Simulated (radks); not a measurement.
Removal energies from the tin ion Sn10+, [Kr] 4d(3/2: 4, 5/2: 0), by Delta-SCF beside the eigenvalue of the level emptied. Method: Dirac Kohn-Sham, BLYP, spin-unpolarised, spherical densities, finite nucleus; Fermi nuclear charge, rms radius of each element as measured or else 0.836 A^(1/3) + 0.57 fm; computed with a radial shooting solver on a logarithmic mesh with Libxc functionals. Sub-shells are occupied by j as written (lower j first in brackets).

removed from                                  final configuration  Delta-SCF (eV)  -eigenvalue (eV)
4d3/2                                     [Kr] 4d(3/2: 3, 5/2: 0)          207.70            195.64
4p3/2         [Ar] 3d10 4s2 4p(1/2: 2, 3/2: 3) 4d(3/2: 4, 5/2: 0)          275.23            262.32
4p1/2         [Ar] 3d10 4s2 4p(1/2: 1, 3/2: 4) 4d(3/2: 4, 5/2: 0)          284.31            271.11
4s1/2                        [Ar] 3d10 4s1 4p6 4d(3/2: 4, 5/2: 0)          325.41            311.82
